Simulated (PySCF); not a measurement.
Compound: C3H7N3OSi.
Structure used (PBE0-D3(BJ)/def2-SVP), in Å, numbered top down from 1:
```
atom  x, y, z in Å
C1    -2.3211   -1.1156   -0.6548
O2    -1.9168    0.1936   -0.3192
C3    -0.6082    0.3917   -0.2161
C4     0.0352    1.6129    0.1029
N5     1.3372    1.3918    0.1045
N6     1.4656    0.1082   -0.1980
Si7    3.0310   -0.7439   -0.3169
N8     0.3112   -0.5375   -0.3999
H9    -1.9870   -1.8408    0.1048
H10   -1.9052   -1.4217   -1.6284
H11   -3.4164   -1.1019   -0.7031
H12   -0.3941    2.5882    0.3177
H13    4.0707    0.2830   -0.0611
H14    3.0625   -1.8268    0.7034
H15    3.1497   -1.3253   -1.6812
```

NICS = −σ at a ghost point: NICS(0) at the centroid of the ring atoms, NICS(1) 1 Å to either side along the normal of their mean plane, zz for the tensor component along that normal. Level: GIAO B3LYP/pcSseg-1 (PySCF, non-relativistic, gas phase) on the PBE0-D3(BJ)/def2-SVP geometry, one conformer.

Ring bond lengths (Å): C3–C4 1.417, C4–N5 1.321, N5–N6 1.325, N6–N8 1.338, N8–C3 1.320.

Problem. What do the NICS probes read (ppm)?

Solution. 
```json
{"ring": "C3–C4–N5–N6–N8", "type": "5-membered ring with 3 N; formal bonds all aromatic", "NICS(0)": "-12.3", "NICS(1), two faces": "-12.1 / -12.1", "NICS(1)zz, two faces": "-29.5 / -29.4", "rms pucker (Å)": "0.00", "centre to ring atoms, mean (Å)": "1.14"}
```

Problem. What can be read from them?

Solution. 
- C3–C4–N5–N6–N8: mean NICS(1)zz -29.5 ppm, shielded. For a flat ring without four-coordinate atoms the NICS criterion counts such a value as aromatic.

Problem. And the bond-length index? HOMA = 1 − mean of α(R − Ropt)² over the ring bonds, with Krygowski's 1993 parameters (CC: Ropt 1.388 Å, α 257.7 Å⁻²; CN: Ropt 1.334 Å, α 93.52 Å⁻²; NN: Ropt 1.309 Å, α 130.33 Å⁻²).

Solution. 
- C3–C4–N5–N6–N8: HOMA 0.92; the largest term is that of C3–C4, α(R − Ropt)² = 0.21. The geometric and the magnetic index point the same way.

Problem. What field does 1 T along the ring normal induce along that normal at the first NICS(1) probe listed for ring C3–C4–N5–N6–N8, 1 Å off the ring?

Solution. NICSzz × B0 = -29.5 ppm × 1 T = -30 μT, against the applied field.

Problem. Give the inner angles of the rings.

Solution. 
- C3–C4–N5–N6–N8: C3 108.8°, C4 107.7°, N5 104.9°, N6 114.7°, N8 103.9°; sum 540.0° against 540° for a flat convex ring.

Problem. How shielded are the nuclei of the rings and their hydrogens (means over atoms taken as equivalent)?

Solution. 
| atoms | environment | σ isotropic (ppm) | principal values of the symmetric part, first atom (ppm) |
| --- | --- | --- | --- |
| C3 | aromatic carbon bearing oxygen | 8.3 | -52.4, 8.8, 68.5 |
| C4 | aromatic CH next to a ring nitrogen | 51.9 | -26.2, 56.7, 125.1 |
| N5 | pyridine-type nitrogen | -132.2 | -381.9, -173.4, 158.6 |
| N6 | pyrrole-type nitrogen | 9.4 | -90.0, 24.9, 93.3 |
| N8 | pyridine-type nitrogen | -67.6 | -258.9, -119.1, 175.1 |
| H12 | aromatic hydrogen | 24.29 | 22.0, 24.7, 26.2 |

Problem. How do the values depend on the level or the medium?

Solution. 
```json
{"level": "B3LYP/pcSseg-1, gas", "NICS(0), C3–C4–N5–N6–N8": "-12.3", "mean NICS(1)zz, C3–C4–N5–N6–N8": "-29.5"}
{"level": "PBE0/pcSseg-1, gas", "NICS(0), C3–C4–N5–N6–N8": "-12.6", "mean NICS(1)zz, C3–C4–N5–N6–N8": "-30.0"}
{"level": "PBE0/pcSseg-1, IEF-PCM chloroform", "NICS(0), C3–C4–N5–N6–N8": "-12.6", "mean NICS(1)zz, C3–C4–N5–N6–N8": "-30.1"}
```

The geometry is the same throughout; the continuum's cavity takes Bondi-type radii × 1.2.
